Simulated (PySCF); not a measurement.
## A search over the determinants of CaH

Unrestricted PBE0; Ca def2-TZVPP, H def2-TZVPP; no relativity (PySCF 2.14). Outer shells of the fragments: Ca 4s2; H 1s1.

Followed along the bond (rough minima from three points):

```json
{"2Ms+1": "2", "unpaired": "σ ↑", "⟨S²⟩ at the start": "0.75", "R at minimum (Å)": "1.99", "Te (eV)": "0.00"}
{"2Ms+1": "2", "unpaired": "π ↑", "⟨S²⟩ at the start": "0.75", "R at minimum (Å)": "1.98", "Te (eV)": "1.55"}
{"2Ms+1": "4", "unpaired": "σ ↑↑, π ↑", "⟨S²⟩ at the start": "3.75", "R at minimum (Å)": "none in the scan", "Te (eV)": "≤ 3.77"}
```

Solutions found at the starting distance of 1.910 Å, counted from the lowest of them; the search is not exhaustive and high or unbound solutions are not listed, so other states can lie among these:

```tsv
2Ms+1	unpaired	term	E (eV)	⟨S²⟩	⟨Lz²⟩	μ (D)
2	σ ↑	²Σ⁺	0.00	0.75	0.00	-2.16
2	π ↑	²Π	1.54	0.75	1.00	-2.43
2	δ ↑	²Δ	2.17	0.75	4.00	-5.94
4	σ ↑↑, π ↑	⁴Π	4.12	3.75	1.00	-0.53
4	σ ↑↑↑	⁴Σ⁺	4.55	3.75	0.02	4.65
4	σ ↑↑, δ ↑	⁴Δ	4.81	3.75	4.00	2.52
```

A term symbol is given only where ⟨S²⟩ and ⟨Lz²⟩ are close to those of a pure state; real π, δ and φ orbitals otherwise mix terms. A positive dipole means Ca(−)H(+).

Counting both spins, an empty level lies below a filled one in some of these solutions, because spin and occupation are held.
